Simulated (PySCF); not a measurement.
PySCF job for Ga(H)(F)(OMe) (CH₄FGaO), SMILES C[O][GaH][F], IEF-PCM-B3LYP/def2-SVP. Geometry optimised at B3LYP-D3(BJ)/def2-SVP. The structure was generated by enumeration; whether it is a known compound was not checked. The values are those of a single conformer.

```python
import numpy as np
from pyscf import gto, scf, dft
from pyscf.solvent import pcm

mol = gto.M(
    atom='''
    Ga   -0.31864010   -0.44157015    0.00000000
    H    -1.86352518   -0.57407084    0.00000000
    F     0.71616735   -1.85521305   -0.00000000
    O     0.62029777    1.06553180    0.00000000
    C     0.08343977    2.36702411   -0.00000000
    H     0.42867527    2.92071858   -0.89164305
    H     0.42867527    2.92071858    0.89164305
    H    -1.02450917    2.39182668    0.00000000
    ''',
    basis='def2-SVP',
    charge=0,
    spin=0,
    max_memory=1600,
    verbose=3,
)
mf = dft.RKS(mol, xc='b3lyp').density_fit(auxbasis='def2-universal-jkfit')
mf.grids.level = 3
mf.conv_tol = 1e-9
mf.max_cycle = 100
mf.kernel()
res = {}
for name, eps in {'water': 78.355, 'ethylethanoate': 5.9867, 'chloroform': 4.7113}.items():
    s = mf.PCM()
    s.with_solvent.method, s.with_solvent.eps, s.with_solvent.lebedev_order = 'IEF-PCM', eps, 29
    s.kernel(mf.make_rdm1())
    res[name] = (s.e_tot, eps, s.dip_moment(), s.mo_energy, s.converged)
    print(f'{name}: electrostatic solvation free energy {(s.e_tot - mf.e_tot) * 627.509474:.3f} kcal/mol')
```

Log of the run:

```
converged SCF energy = -2140.11702051158

WARN: PCM is an experimental feature. It is still in testing.
Features and APIs may be changed in the future.

converged SCF energy = -2140.12768008832
Dipole moment(X, Y, Z, Debye): -3.02424,  2.16899, -0.00000
water: electrostatic solvation free energy -6.689 kcal/mol

WARN: PCM is an experimental feature. It is still in testing.
Features and APIs may be changed in the future.

converged SCF energy = -2140.12517016277
Dipole moment(X, Y, Z, Debye): -2.86339,  2.11875,  0.00000
ethylethanoate: electrostatic solvation free energy -5.114 kcal/mol

WARN: PCM is an experimental feature. It is still in testing.
Features and APIs may be changed in the future.

converged SCF energy = -2140.12452426839
Dipole moment(X, Y, Z, Debye): -2.82348,  2.10505,  0.00000
chloroform: electrostatic solvation free energy -4.709 kcal/mol
```

The calculation finished and met its thresholds.

Cost: about 50 core-seconds (a rough figure).
